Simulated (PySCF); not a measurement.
SMILES CC(C)([SiH2]C=C)C (C6H14Si), GFN2-xTB optimised geometry. Atoms within 1.6 Å of the plane z = 0.0 Å (x, y, z in Å): Si3 (-0.84, -1.41, 1.55), C4 (-0.17, -0.48, 0.00), C5 (1.36, -0.48, 0.00), C6 (-0.66, -1.17, -1.27), C7 (-0.66, 0.97, 0.00), H11 (-0.38, -2.80, 1.51), H12 (-2.31, -1.36, 1.53), H13 (1.74, 0.02, -0.89), H14 (1.75, -1.50, 0.00), H15 (1.75, 0.04, 0.87), H16 (-1.75, -1.18, -1.31), H18 (-0.31, -2.20, -1.31), H19 (-1.75, 1.00, -0.03), H20 (-0.33, 1.49, 0.89), H21 (-0.28, 1.50, -0.87).

Level of theory: PySCF with B3LYP/def2-SVP. Cells within 0.4 Å of a nucleus heavier than hydrogen are left out (blank, or x).

Map of the electron localisation function on the plane z = 0.0 Å:

```
|00000000000000000000000000000|
|00000000000000000000000000000|
|00000000000000000000000000000|
|00000000000000000000000000000|
|00000000000000000000000000000|
|00000000000000000000000000000|
|00000122100111100000000000000|
|00003677532344310000000000000|
|00027999974456531000000000000|
|00049999997336641000000000000|
|00059999997xx2531000000000000|
|00049999997xxx430001110000000|
|00016999997327730123431000000|
|00001478765799843345653100000|
|00000001113787567643664100000|
|0000000000352xx697xx153100000|
|0000000001351xx597xxx43100000|
|0000000000365x16872x776310000|
|00000000002566555579999720000|
|00000000001344321489999961000|
|00000000000111100299999983000|
|00000000000000000189999983000|
|00000000000000000049999961000|
|00000000000000000005899720000|
|00000000000000000000243100000|
|00000000000000000000000000000|
|00000000000000000000000000000|
|00000000000000000000000000000|
|00000000000000000000000000000|
```
Scale: ten equal steps from 0.000 (start of '0') to 1.000 (end of '9'), in the order '0123456789'; x runs from -4.00 to 4.00, y from -4.00 (bottom) to 4.00 (top).
